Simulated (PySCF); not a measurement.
## Electronic structure of Se⁹⁺ (selenium, charge +9) at the revPBE level

Configuration: [Ar] 3d7, high-spin 4F determinant. Computed with PySCF 2.14 in an even-tempered Gaussian basis (20 s from 0.4 bohr⁻², ratio 2.5; 13 p from 0.52 bohr⁻², ratio 2.5; 9 d from 0.52 bohr⁻², ratio 2.5; 4 f from 3.7 bohr⁻², ratio 2.7; 4 g from 5.5 bohr⁻², ratio 2.7), with the spin-free X2C one-electron Hamiltonian (Gaussian nucleus).

```json
{
  "Total energy": "-2399.689 hartree",
  "One-electron energy": "-3150.481 hartree",
  "Hartree (Coulomb) energy": "833.069 hartree",
  "Exchange-correlation energy": "-82.277 hartree",
  "⟨S²⟩": "3.7504",
  "⟨L²⟩": "12.002",
  "Sum of ⟨r⟩": "9.859 bohr",
  "Sum of ⟨r²⟩": "5.796 bohr²",
  "Time after the integrals": "2 s of wall time on 2 threads of Neoverse-V2 (shared host)"
}
```

```json
{"shell": "1s α", "electrons": "1", "mean orbital energy (hartree)": "-466.65338", "spread (hartree)": "0", "rms radius, mean of both spins (bohr)": "0.0508"}
{"shell": "1s β", "electrons": "1", "mean orbital energy (hartree)": "-466.65337", "spread (hartree)": "0", "rms radius, mean of both spins (bohr)": "0.0508"}
{"shell": "2s α", "electrons": "1", "mean orbital energy (hartree)": "-66.68925", "spread (hartree)": "0", "rms radius, mean of both spins (bohr)": "0.212"}
{"shell": "2s β", "electrons": "1", "mean orbital energy (hartree)": "-66.55575", "spread (hartree)": "0", "rms radius, mean of both spins (bohr)": "0.212"}
{"shell": "2p α", "electrons": "3", "mean orbital energy (hartree)": "-59.56863", "spread (hartree)": "0", "rms radius, mean of both spins (bohr)": "0.189"}
{"shell": "2p β", "electrons": "3", "mean orbital energy (hartree)": "-59.46995", "spread (hartree)": "0", "rms radius, mean of both spins (bohr)": "0.189"}
{"shell": "3s α", "electrons": "1", "mean orbital energy (hartree)": "-14.91259", "spread (hartree)": "0", "rms radius, mean of both spins (bohr)": "0.594"}
{"shell": "3s β", "electrons": "1", "mean orbital energy (hartree)": "-14.70617", "spread (hartree)": "0", "rms radius, mean of both spins (bohr)": "0.594"}
{"shell": "3p α", "electrons": "3", "mean orbital energy (hartree)": "-12.65727", "spread (hartree)": "0", "rms radius, mean of both spins (bohr)": "0.606"}
{"shell": "3p β", "electrons": "3", "mean orbital energy (hartree)": "-12.45052", "spread (hartree)": "0", "rms radius, mean of both spins (bohr)": "0.606"}
{"shell": "3d α", "electrons": "5", "mean orbital energy (hartree)": "-8.96941", "spread (hartree)": "0.08799", "rms radius, mean of both spins (bohr)": "0.607"}
{"shell": "3d β", "electrons": "2", "mean orbital energy (hartree)": "-8.80089", "spread (hartree)": "0", "rms radius, mean of both spins (bohr)": "0.607"}
```

Densities and radii are taken from the X2C orbitals without a picture-change correction, which distorts them close to the nucleus.
